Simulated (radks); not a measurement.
The numbers below are computed, except where a source is named.
Question: Species: Tc27+. Configuration: [Ne] 3s2 3p4. Code: a radial shooting solver on a logarithmic mesh with Libxc functionals. Model: Dirac Kohn-Sham, relativistic LDA (MacDonald-Vosko exchange, VWN5 correlation), spin-unpolarised, spherical densities, finite nucleus; open shells fill j = l - 1/2 first; Fermi nuclear charge, rms radius 4.4112 fm. Some entries of the table are withheld. Estimate them.

orbital  occ.  eigenvalue (eV)  <1/r> (bohr^-1)  <r> (bohr)
1s1/2       2        -22040.10            44.55     0.03440
2s1/2       2              (1)              (2)      0.1480
2p1/2       2        -4007.064            10.25         (3)
2p3/2       4        -3887.450            9.742         (4)
3s1/2       2        -1553.050              (5)         (6)
3p1/2       2        -1476.845            3.974         (7)
3p3/2       2        -1449.165            3.848         (8)

Answer: 
(1) 2s1/2 eigenvalue (eV): -4221.432
(2) 2s1/2 <1/r> (bohr^-1): 10.29
(3) 2p1/2 <r> (bohr): 0.1258
(4) 2p3/2 <r> (bohr): 0.1303
(5) 3s1/2 <1/r> (bohr^-1): 4.033
(6) 3s1/2 <r> (bohr): 0.3692
(7) 3p1/2 <r> (bohr): 0.3542
(8) 3p3/2 <r> (bohr): 0.3613
